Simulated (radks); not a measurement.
Results of a calculation; reference values are marked as such.
Q: Gd2+, 62 electrons, occupied as [Kr] 4d10 4f7 5s1 5p6 5d1 6d1 (not the ground configuration). Level of theory: scalar-relativistic Kohn-Sham, r2SCAN, spin-polarised, spherical densities, finite nucleus; open shells are filled with parallel spins first (spin-orbit coupling, left out, can overturn this in heavy ions); meta-GGA in the generalised Kohn-Sham scheme; Fermi nuclear charge, rms radius 5.1569 fm (a radial shooting solver on a logarithmic mesh with Libxc functionals). Some entries of the table are withheld. Estimate them.

| orbital | occ. | eigenvalue (hartree) | <r^2> (bohr^2) |
|---|---|---|---|
| 1s up | 1 | -1844.608 | 0.0006551 |
| 1s down | 1 | -1844.604 | 0.0006551 |
| 2s up | 1 | -306.0607 | 0.01027 |
| 2s down | 1 | -306.0562 | 0.01027 |
| 2p up | 3 | -272.3370 | 0.008285 |
| 2p down | 3 | -272.3321 | 0.008285 |
| 3s up | 1 | -68.84237 | 0.06811 |
| 3s down | 1 | -68.71369 | 0.06796 |
| 3p up | 3 | -58.33982 | 0.06838 |
| 3p down | 3 | -58.21037 | 0.06818 |
| 3d up | 5 | -44.46112 | 0.05759 |
| 3d down | 5 | -44.35834 | 0.05736 |
| 4s up | 1 | -14.80688 | 0.3453 |
| 4s down | 1 | -14.49728 | 0.3452 |
| 4p up | 3 | -11.32859 | 0.3896 |
| 4p down | 3 | -11.01824 | 0.3893 |
| 4d up | 5 | -6.49760 | 0.4692 |
| 4d down | 5 | -6.18184 | 0.4696 |
| 5s up | 1 | -2.77953 | 1.915 |
| 5s down | 0 | -2.55129 | 2.029 |
| 5p up | 3 | -1.89251 | 2.512 |
| 5p down | 3 | -1.71217 | 2.689 |
| 4f up | 7 | -1.26809 | 0.8701 |
| 4f down | 0 | -0.96241 | 0.9639 |
| 5d up | 1 | -0.80048 | (1) |
| 6s up | 0 | -0.67993 | 11.45 |
| 5d down | 0 | -0.67769 | (2) |
| 6s down | 0 | -0.57306 | 12.24 |
| 6p up | 0 | -0.49934 | 17.13 |
| 6d up | 1 | -0.29949 | 33.54 |
| 5f up | 0 | (3) | 34.20 |

A: 
(1) 5d up <r^2> (bohr^2): 4.952
(2) 5d down <r^2> (bohr^2): 5.330
(3) 5f up eigenvalue (hartree): -0.23165
